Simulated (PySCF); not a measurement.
Species: BrF₂HSi.
Geometry (PBE0-D3(BJ)/def2-SVP, Å), atoms numbered from 1 in this order:
```xyz
5
BrF2HSi angstrom
F     -0.7256    1.2868   -1.0036
Si    -0.2358   -0.0026   -0.1832
F     -0.7094   -1.2947   -1.0086
Br     1.9476    0.0129   -0.0632
H     -0.8552   -0.0094    1.1514
```

Method used: PySCF, PBE0-D3(BJ)/def2-SVP geometry optimisation, gas phase.

Masses are those of the commonest isotopes; rigid-rotor values at the optimised geometry. 

Give the principal moments of inertia and the rotational constants in cm⁻¹.

Ia = 74.18, Ib = 249.97, Ic = 302.40 u·Å²; 505379 MHz·u·Å²/I gives 6812, 2022 and 1671 MHz, that is A = 0.22724, B = 0.06744, C = 0.05575 cm⁻¹.

Classify the top.

An asymmetric top; Ray's κ = -0.864.

What does the inertial defect say?

Not planar: Δ = Ic − Ia − Ib = -21.76 u·Å². For a rigid frame Δ = −2 Σ m c², so Σ m c² = 10.88 u·Å² lies off the ab plane: 3.46 from hydrogen and 7.42 from heavier atoms. The atom farthest from that plane is 1.85 Å away.

Where do the levels up to J = 3 lie, in K?

Above 0(0,0), as E/k:
J = 1: 1(0,1) 0.177, 1(1,1) 0.407, 1(1,0) 0.424
J = 2: 2(0,2) 0.531, 2(1,2) 0.745, 2(1,1) 0.795, 2(2,1) 1.485, 2(2,0) 1.486
J = 3: 3(0,3) 1.059, 3(1,3) 1.251, 3(1,2) 1.352, 3(2,2) 2.017, 3(2,1) 2.021, 3(3,1) 3.209, 3(3,0) 3.209

Which types of transition are allowed, and where do some lines up to J = 2 fall?

The dipole components are |μa| = 0.32 D, |μb| = 0.00 D, |μc| = 1.30 D; the mirror of this Cs structure is the ac plane, so μb vanishes by symmetry and there are no b-type lines. Intensities carry the squares of the components, which stand as 0.06 : 1.00 (a : c). Some lines, for components of 0.1 D or more:

```
type  branch         J(Ka,Kc)    MHz  lower level (cm⁻¹)
   a       Q  1(1,0) ← 1(1,1)    351               0.283
   a       Q  2(1,1) ← 2(1,2)   1052               0.518
   a       R  1(0,1) ← 0(0,0)   3693               0.000
   c       Q  2(1,2) ← 2(0,2)   4459               0.369
   c       Q  1(1,1) ← 1(0,1)   4791               0.123
   a       R  2(1,2) ← 1(1,1)   7035               0.283
   a       R  2(0,2) ← 1(0,1)   7367               0.123
   a       R  2(1,1) ← 1(1,0)   7736               0.295
   c       R  1(1,0) ← 0(0,0)   8834               0.000
   c       R  2(1,1) ← 1(0,1)  12878               0.123
   c       Q  2(2,1) ← 2(1,1)  14372               0.553
   c       R  2(2,0) ← 1(1,0)  22127               0.295
   c       R  2(2,1) ← 1(1,1)  22459               0.283
```

Estimate the classical rotational partition function at 10 K, 298.15 K and 500 K.

Point group Cs, symmetry number σ = 1; q = (√π/σ)·√((kT/h)³/(ABC)), k/h = 20836.6 MHz/K: 1110 at 10 K, 181000 at 298.15 K, 393000 at 500 K.

No PBE0-D3(BJ)/def2-SVP frequencies stand behind this structure, so it isn't proved a minimum. Constants of a rigid frame at the computed geometry: no zero-point averaging, no centrifugal distortion. Quadrupole hyperfine structure (79Br) is left out.

Hardware: one thread, Intel Xeon Platinum 8488C (x86_64) (shared host). Cost: 10 s wall, 0.36 GiB resident at most. These figures are those of the optimisation.
